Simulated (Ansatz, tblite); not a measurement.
Removing an electron: Al₅As₄H₁₆⁻, a cluster cut from zinc blende AlAs (hydrogen-capped). Total charge -1; singlet. Geometry: PBE-D4/def2-SVP. Ansatz, gas phase; energy differences of separate SCF runs; the oxidised species was run as a doublet alone.

| atom | x (Å) | y (Å) | z (Å) |
| --- | --- | --- | --- |
| Al1 | -1.149 | -2.815 | -0.637 |
| Al2 | 2.739 | -1.290 | -0.681 |
| Al3 | -0.410 | 0.961 | -2.500 |
| Al4 | -2.671 | 1.118 | 1.124 |
| Al5 | 1.220 | 2.647 | 1.076 |
| As6 | 0.478 | -1.275 | -1.741 |
| As7 | -1.859 | -1.286 | 1.264 |
| As8 | 2.268 | 0.336 | 1.215 |
| As9 | -0.804 | 2.040 | -0.255 |
| H10 | -0.447 | -4.113 | 0.014 |
| H11 | -2.488 | -3.008 | -1.514 |
| H12 | 3.120 | -2.713 | -0.023 |
| H13 | 3.835 | -0.530 | -1.587 |
| H14 | -1.826 | 0.743 | -3.242 |
| H15 | 0.760 | 1.758 | -3.275 |
| H16 | -4.052 | 1.029 | 0.299 |
| H17 | -2.693 | 1.710 | 2.625 |
| H18 | 2.274 | 3.514 | 0.219 |
| H19 | 0.867 | 3.109 | 2.580 |
| H20 | 0.750 | -2.009 | -3.058 |
| H21 | -2.880 | -2.056 | 2.104 |
| H22 | -0.744 | -1.327 | 2.309 |
| H23 | 3.561 | 0.476 | 2.021 |
| H24 | 1.506 | -0.444 | 2.286 |
| H25 | -1.353 | 3.422 | -0.625 |

The xTB rows come from tblite. Single mean-field runs in def2-TZVP are fitted with def2-universal-jkfit. HOMO above LUMO, or a gap near zero within one spin, warns that the state may not be the lowest or that an electron is smeared out.

**Question.** Estimate orbital energies and vertical ionisation energies at: GFN1-xTB; GFN2-xTB; PBE-D4/def2-TZVP; B97M-V/def2-TZVP; PBE0-D4/def2-TZVP.

**Answer.** 
```
            level  −HOMO (eV)  vertical IE (eV)  −LUMO (eV)  HOMO–LUMO gap (eV)                                  remarks
         GFN1-xTB        7.20              9.05        2.90                4.30                                        –
         GFN2-xTB        6.52              8.47        3.56                2.96                                        –
 PBE-D4/def2-TZVP        3.20              5.07       -0.91                4.11  gap within one spin near zero (doublet)
 B97M-V/def2-TZVP        3.64              5.44       -0.79                4.43  gap within one spin near zero (doublet)
PBE0-D4/def2-TZVP        4.26              5.58       -1.63                5.89                                        –
```

Relaxing the oxidised species (PBE-D4/def2-SVP) changes its energy by -0.89 eV at PBE-D4/def2-TZVP, so the adiabatic ionisation energy to this nearest minimum is 4.19 eV. On the way the bond Al3–As9 breaks and Al3–H16 forms. At PBE0-D4/def2-TZVP it is 4.30 eV.    Raw xTB energy differences between charge states are shifted by several eV; the methods need an empirical correction for them.
